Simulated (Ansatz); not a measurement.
`[SH][GaH][Cl]`. Charge 0, multiplicity 1. The geometry is a stationary point of PBE0-D4/def2-TZVP. It is one conformer, not always the lowest.

```xyz
5

S     0.369    0.412    1.561
Ga   -0.279   -0.139   -0.452
Cl   -2.391   -0.426   -0.631
H     1.665    0.479    1.211
H     0.637   -0.325   -1.689
```

**Question.** What is the dipole moment at ωB97M-V/def2-TZVPP? (Best estimate.)

**Answer.** Computed: 2.33 D, with components (2.24, 0.11, -0.63) D in this frame, pointing from negative to positive charge.

**Question.** And with PBE, r2SCAN, B3LYP? (Estimate.)

**Answer.** Ansatz gave: PBE 2.22 D, r2SCAN 2.34 D, B3LYP 2.31 D.

**Question.** Give the Mulliken charges with ωB97M-V, B3LYP, PBE in def2-TZVPP. (Estimate.)

**Answer.** Ansatz gave: 
```json
{"atom": "S1", "ωB97M-V": "-0.23", "B3LYP": "-0.22", "PBE": "-0.21"}
{"atom": "Ga2", "ωB97M-V": "0.37", "B3LYP": "0.40", "PBE": "0.35"}
{"atom": "Cl3", "ωB97M-V": "-0.26", "B3LYP": "-0.27", "PBE": "-0.24"}
{"atom": "H4", "ωB97M-V": "0.12", "B3LYP": "0.11", "PBE": "0.12"}
{"atom": "H5", "ωB97M-V": "0.00", "B3LYP": "-0.03", "PBE": "-0.02"}
```

B3LYP here is the variant with VWN-RPA as its local correlation; programs differ in this.
